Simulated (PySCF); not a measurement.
Which functional comes closest?

Molecule: `O=C(O)c1ccsc1`, C$_{5}$H$_{4}$O$_{2}$S.

Geometry:
```tsv
atom	x (Å)	y (Å)	z (Å)
O1	1.833	-1.474	-0.638
C2	1.493	-0.363	-0.317
O3	2.359	0.654	-0.198
C4	0.105	0.029	-0.016
C5	-0.980	-0.897	-0.077
C6	-2.172	-0.313	0.246
S7	-1.981	1.357	0.623
C8	-0.298	1.294	0.351
H9	3.232	0.292	-0.413
H10	-0.849	-1.944	-0.351
H11	-3.159	-0.772	0.286
H12	0.329	2.176	0.468
```

Geometry PBE0-D3(BJ)/def2-SVP throughout; GIAO in PySCF 2.14, gas phase, one conformer, non-relativistic; equivalent atoms averaged; basis pcSseg-1.

Reference values (estimated from measurements, as parent shift plus tabulated substituent increments; solution, not stated per compound (mostly CDCl3 or CCl4); Pretsch, Buehlmann, Badertscher, Structure Determination of Organic Compounds, 4th ed. (2009)): δ(H12) = 8.24 ppm, δ(H10) = 7.57 ppm, δ(H11) = 7.34 ppm. Computed shifts are taken against TMS, calculated as an isolated molecule at each level.

Problem. How do the functionals HF, PBE, BP86, OPBE, KT2, PBE0, WP04, B97-2, CAM-B3LYP perform against the reference? Times are CPU seconds on shared hosts with different chips, so compare them loosely.

Solution. 
| functional | kind | H12 | H10 | H11 | mean abs. error H | core-s |
| --- | --- | --- | --- | --- | --- | --- |
| HF | Hartree–Fock | 8.43 | 8.00 | 7.24 | 0.24 | 13 |
| PBE | GGA | 7.73 | 7.71 | 6.95 | 0.35 | 38 |
| BP86 | GGA | 7.73 | 7.72 | 6.96 | 0.35 | 38 |
| OPBE | GGA | 7.81 | 7.79 | 7.05 | 0.31 | 38 |
| KT2 | GGA | 7.62 | 7.63 | 6.86 | 0.39 | 26 |
| PBE0 | global hybrid | 7.97 | 7.84 | 7.13 | 0.25 | 16 |
| WP04 | global hybrid | 7.78 | 7.54 | 6.91 | 0.31 | 27 |
| B97-2 | global hybrid | 7.91 | 7.79 | 7.07 | 0.27 | 26 |
| CAM-B3LYP | range-separated hybrid | 7.99 | 7.77 | 7.11 | 0.23 | 23 |

For ¹H the closest is CAM-B3LYP (0.23 ppm, with HF, PBE0 practically level) and the furthest KT2 (0.39 ppm). One molecule is a small sample, and vibrational and solvent effects are absent from the calculation.
